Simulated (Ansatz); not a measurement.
Geometry optimisation, RKS B3LYP-D4/def2-SVP in Ansatz.

input.yaml

```yaml
crystal:
  periodic: [false, false, false]
  atoms:
    - { symbol: Mg, position_ang: [-1.736382, -0.154177, -1.537132] }
    - { symbol: F, position_ang: [-1.037064, 1.620631, -1.420063] }
    - { symbol: Cl, position_ang: [-2.685474, -1.987619, -2.27591] }
    - { symbol: H, position_ang: [0.856083, -0.433288, 0.969246] }
    - { symbol: "N", position_ang: [0.090881, -1.079372, 1.171045] }
    - { symbol: H, position_ang: [1.016458, 1.57583, -0.71797] }
    - { symbol: O, position_ang: [1.718694, 1.381022, -0.07533] }
    - { symbol: H, position_ang: [0.458048, -2.029086, 1.128439] }
    - { symbol: H, position_ang: [-0.220068, -0.912793, 2.128114] }
    - { symbol: H, position_ang: [1.538824, 2.018852, 0.629462] }
basis:
  gaussian: { orbitals: def2-SVP }
hamiltonian:
  xc: b3lyp
  dispersion: d4
relax:
  f_tol: 0.03
  max_steps: 50
output:
  orbitals: {}
```

Launched with:

```bash
$ ansatz run input.yaml --threads 2 --pin off --max-ram 3072MiB --backend cpu --events-out ev --progress --plain --runs-dir out
```

Question: Where does it end, and by what steps?

Answer: The run converged. The force dipped under the threshold on the way, but the program's further checks kept it going. After 22 steps the energy has fallen by 1.453 eV; F2 moved furthest, 1.09 Å. Joined: Mg1–N5.

```
step  energy less start (eV)  largest force component (eV/Å)  accepted
   0                  0.0000                           1.890       yes
   1                 -0.3846                           1.087       yes
   2                 -0.7151                           0.693       yes
   3                 -1.0218                           0.953       yes
   4                 -1.2825                           0.638       yes
   5                 -1.3871                           0.786       yes
   6                 -1.4180                           0.431       yes
   7                 -1.4145                           0.204        no
   8                 -1.4350                           0.312       yes
   9                 -1.4405                           0.067       yes
  10                 -1.4437                           0.030       yes
  11                 -1.4442                           0.037       yes
  12                 -1.4458                           0.019       yes
  13                 -1.4430                           0.371        no
  14                 -1.4476                           0.038       yes
  15                 -1.4483                           0.174       yes
  16                 -1.4497                           0.049       yes
  17                 -1.4508                           0.015       yes
  18                 -1.4516                           0.133       yes
  19                 -1.4521                           0.105       yes
  20                 -1.4526                           0.046       yes
  21                 -1.4530                           0.025       yes
  22                 -1.4532                           0.025       yes
```

```xyz
10
Properties=species:S:1:pos:R:3
Mg -1.153 -0.414 -1.028
F -0.194 0.974 -1.678
Cl -3.004 -1.604 -1.344
H 0.637 -0.149 0.811
N 0.012 -0.972 0.665
H 0.961 1.418 -0.544
O 1.422 1.410 0.332
H 0.612 -1.792 0.539
H -0.513 -1.142 1.527
H 1.220 2.271 0.719
```

Whether the end is a true minimum wasn't checked by a vibrational analysis.

The run took 68 s on 2 threads of Arm Neoverse V1 (shared host), peak memory 0.21 GiB.
